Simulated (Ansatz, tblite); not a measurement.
Cost and result up the ladder for (HZn-mu-OH)2 (Zn₂O₂H₄) (8 atoms). Charge 0, multiplicity 1. Geometry: r2SCAN-D4/def2-SVP.

```xyz
8

Zn    1.3706   -0.3654    0.4262
H     2.7846   -0.7436    0.8658
O     0.4384    0.3648   -1.0971
Zn   -1.3706    0.3655   -0.4263
H    -2.7850    0.7415   -0.8664
O    -0.4382   -0.3633    1.0976
H     0.7791    0.6472   -1.9503
H    -0.7790   -0.6468    1.9505
```

Ansatz on 4 threads of Intel Xeon Platinum 8259CL on a shared host; xTB runs through tblite on one thread. Times are rough, summed over both states, and most runs start from the orbitals of an earlier one. PBE0-D4/def2-TZVP serves as the yardstick here, not as an exact answer. The other state is a doublet.

The xTB rows come from tblite.

Raw xTB energies of ions are shifted by several eV.

```csv
level,functions,vertical IE (eV),difference from PBE0-D4/def2-TZVP (eV)
PBE0-D4/def2-TZVP,182,9.82,0.00
GFN1-xTB,24,14.04,4.22
GFN2-xTB,20,14.49,4.67
PBE-D4/def2-TZVP (with forces),182,9.39,-0.43
r2SCAN-D4/def2-TZVP,182,9.56,-0.26
```

**Question.** Estimate how long each takes.

**Answer.** GFN2-xTB 0.011 s; GFN1-xTB 0.014 s; PBE-D4/def2-TZVP (with forces) 7.6 s; PBE0-D4/def2-TZVP 13 s; r2SCAN-D4/def2-TZVP 13 s. On shared hardware such times vary by a factor of up to 3.
